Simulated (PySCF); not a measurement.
Isomers of C2H7PSi. Theory: PySCF, PBE0-D3(BJ)/def2-SVP geometry optimisation, gas phase. Energies are electronic, without zero-point or thermal terms, for one conformer each. No frequencies were run at this level. Point groups hold within 0.08 Å.

**Question.** Rank from lowest to highest electronic energy at this level (kJ/mol).
A. `[CH2:1]=[CH:2][SiH2:3][PH2:4]` with C1–C2–Si3–P4 -111°, C2–Si3–P4–H -166° and -72°
B. `[H]/P=C(/C)[SiH3]`
C. `[PH2:1][SiH:2]1[CH2:3][CH2:4]1` with H–P1–Si2–C3 -159° and 106°

**Answer.** A (0.0), C (10.1), B (29.4).

As drawn, the lowest has a C=C bond outside aromatic rings, which the highest lacks. Neighbours about 10 kJ/mol apart or less (C=C[SiH2]P and P[SiH]1CC1) can change places with a better method, another conformer or zero-point energy.

```json
{"SMILES": "C=C[SiH2]P", "E (Eh)": "-710.64128", "E rel (kJ/mol)": "0.0", "dipole (D)": "0.97", "point group": "C1", "A, B, C (MHz)": "9740, 2026, 1840"}
{"SMILES": "P[SiH]1CC1", "E (Eh)": "-710.63742", "E rel (kJ/mol)": "10.1", "dipole (D)": "0.70", "point group": "Cs", "A, B, C (MHz)": "10342, 2386, 2347"}
{"SMILES": "[H]/P=C(/C)[SiH3]", "E (Eh)": "-710.63007", "E rel (kJ/mol)": "29.4", "dipole (D)": "0.82", "point group": "near Cs", "A, B, C (MHz)": "6049, 3036, 2097"}
```
